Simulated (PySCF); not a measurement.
C5H4ClO (charge +1).
Atom-mapped SMILES: `[Cl:1][c:2]1[cH:3][cH:4][o+:5][cH:6][cH:7]1` (hydrogens: H8 on C3; H9 on C4; H10 on C6; H11 on C7)

Method used: core-valence-separated Tamm–Dancoff BHandHLYP/aug-pcX-1 (pcseg-1 on H, def2-SVPD on Cl) in PySCF, non-relativistic, gas phase, PBE0-D3(BJ)/def2-SVP geometry. No empirical shift is added; at this level the pattern usually sits a few eV under experiment.

(1) What does the C 1s absorption edge look like?

(2) Give energies, oscillator strengths and core holes at the O K edge.

## Answers

(1) 
```tsv
E (eV)	f	core hole on	main final orbital	polarisation
283.25	0.0002	C3/C7	LUMO+1 (62 %)	–
283.27	0.1659	C2 + C3/C7	LUMO/LUMO+1 (2 roots, f summed)	out of plane
283.50	0.1659	C4/C6	LUMO (2 roots, f summed)	out of plane
283.62	0.0062	C3/C7	LUMO (2 roots, f summed)	out of plane
287.15	0.0088	C4/C6	LUMO+1 (2 roots, f summed)	out of plane
287.43	0.0364	C3/C7	LUMO+2 (2 roots, f summed)	in plane
287.60	0.0000	C2	LUMO+1 (99 %)	–
287.73	0.0555	C2	LUMO+2 (33 %)	in plane
288.84	0.0005	C3/C7	LUMO+3 (2 roots, f summed)	–
288.88	0.0182	C3/C7	LUMO+6 (2 roots, f summed)	in plane
289.08	0.0224	C3/C7	LUMO+8 (2 roots, f summed)	out of plane
289.29	0.0800	C4/C6	LUMO+2 (2 roots, f summed)	in plane
289.59	0.0206	C3/C7	spread (2 roots, f summed)	in plane
```

The first line with a tenth or more of the strongest one's intensity is at 283.27 eV (f = 0.166, sum of 2), with the hole on C2 + C3/C7 (aromatic C–Cl carbon and aromatic CH carbon), polarised out of plane. The strongest listed is at 283.50 eV (f = 0.166, sum of 2; C4/C6, 1s→π*).

(2) 
```tsv
E (eV)	f	core hole on	main final orbital	polarisation
531.74	0.0361	O5	LUMO (91 %)	out of plane
535.26	0.0000	O5	LUMO+1 (99 %)	–
537.25	0.0108	O5	LUMO+2 (35 %)	in plane
538.62	0.0061	O5	LUMO+2 (44 %)	in plane
539.03	0.0565	O5	spread	in plane
539.22	0.0069	O5	LUMO+8 (68 %)	out of plane
539.31	0.0016	O5	LUMO+3 (63 %)	in plane
```

The first line with a tenth or more of the strongest one's intensity is at 531.74 eV (f = 0.036), with the hole on O5 (ring oxygen), polarised out of plane: a 1s→π* resonance. The strongest listed is at 539.03 eV (f = 0.056; O5).

Roots within 0.03 eV whose holes lie on the same, on equivalent or on shared atoms are summed into one line, and the highest roots are left out, as the search may have cut off their partners. Final orbitals are the ground state's empty Kohn–Sham orbitals. A dash: too weak, shared between unlike atoms, or no plane or axis to refer to.

Task: What length of transition dipole belongs to the line at 287.73 eV?

Result: From f = (2/3) ΔE |μ|² in atomic units, with ΔE = 10.574 Eh and f = 0.0555: |μ| = 0.089 au = 0.23 D.

Only the lowest roots of each edge were sought.
